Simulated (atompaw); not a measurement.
Ranking PAW (atompaw) potentials for Zr

All share these settings but for the change named:

```
Element                 : Zr (Z = 40)
Generator               : atompaw 4.2.0.5
Type                    : PAW
Functional              : PBE
Relativity              : non-relativistic
Frozen core             : [Ar] 3d10
Valence charge          : 12
Reference configuration : 4s2 4p6 4d2 5s2 5p0
Partial waves           : 4s (bound); 5s (bound); 4p (bound); 5p (bound, empty); 4d (bound); 4d channel at 0.2 Ry
Local potential         : troulliermartins scheme with l = 3 at 0 Ry, radius 2.40 bohr
Core correction         : smooth core density matched at 2.10 bohr
Augmentation charge     : sinc compensation charge, radius 2.25 bohr; PAW radius 2.60 bohr; waves and projectors: bloechl
```

Cutoff: the first of the cutoffs (Ry, on a coarse ladder) from which the occupation-weighted sum of valence levels, in a spherical-Bessel basis at the reference potential, stays within 10 and 1 mRy of its value at 400 Ry; the density cutoff is not measured.

The base gives 30 Ry.

Of 8 variants that were run, those that failed, showed a ghost or another fault, or gave nearly equal values are left out.

A variant can come out equal or close to the base.

(1) Rank these variants from softest to hardest (loose cutoff).
A. reference 4s2 4p6 4d3 5s1 5p0
B. local potential troulliermartins scheme with l = 3 at 0 Ry, radius 1.76 bohr
C. all radii scaled by about 0.91 (s 1.22, p 1.78, d 2.36 bohr); local potential troulliermartins scheme with l = 3 at 0 Ry, radius 2.18 bohr; augmentation sinc compensation charge, radius 2.04 bohr; PAW radius 2.36 bohr; waves and projectors: bloechl; core correction smooth core density matched at 1.90 bohr

## Answers

(1) A (30 Ry), C (40 Ry), B (70 Ry).
